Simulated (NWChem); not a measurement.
System: C4H3F; SMILES C#C/C=C\F

All runs: NWChem. Geometry: optimised at PBE-D3(BJ)/def2-SVP.

Order these by “orbital gap (eV)”, lowest first: PBE0/def2-SVP; B3LYP/def2-SVP; PW91/def2-SVP; BHandHLYP/def2-SVP; MPW1K/def2-SVP.

PW91/def2-SVP (4.04), B3LYP/def2-SVP (5.64), PBE0/def2-SVP (6.07), MPW1K/def2-SVP (7.54), BHandHLYP/def2-SVP (8.11)
